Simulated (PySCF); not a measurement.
# A search over the determinants of InH⁺

Unrestricted PBE0; PySCF, scalar-relativistic core potentials, basis sets In def2-TZVP with ECP28, H def2-TZVP. Outer shells of the fragments: In+ 4d10 5s2; H 1s1.

Followed along the bond (rough minima from three points):

```json
{"2Ms+1": "2", "unpaired": "σ ↑", "⟨S²⟩ at the start": "0.76", "R at minimum (Å)": "1.86", "Te (eV)": "0.00"}
{"2Ms+1": "4", "unpaired": "σ ↑↑, π ↑", "⟨S²⟩ at the start": "3.75", "R at minimum (Å)": "none in the scan", "Te (eV)": "≤ 6.04"}
```

Solutions found at the starting distance of 1.810 Å, counted from the lowest of them; the search is not exhaustive and high or unbound solutions are not listed, so other states can lie among these:

```tsv
2Ms+1	unpaired	term	E (eV)	⟨S²⟩	⟨Lz²⟩	μ (D)
2	σ ↑	²Σ⁺	0.00	0.76	0.00	0.25
2	π ↑	²Π	3.92	0.82	1.00	0.01
4	σ ↑↑, π ↑	⁴Π	6.35	3.75	1.00	1.77
4	σ ↑↑↑	⁴Σ⁺	9.50	3.75	0.00	2.08
```

A term symbol is given only where ⟨S²⟩ and ⟨Lz²⟩ are close to those of a pure state; real π, δ and φ orbitals otherwise mix terms. A positive dipole points towards H; it is taken about the centre of mass and depends on that origin.

Spin–orbit coupling is left out. Counting both spins, an empty level lies below a filled one in some of these solutions, because spin and occupation are held.
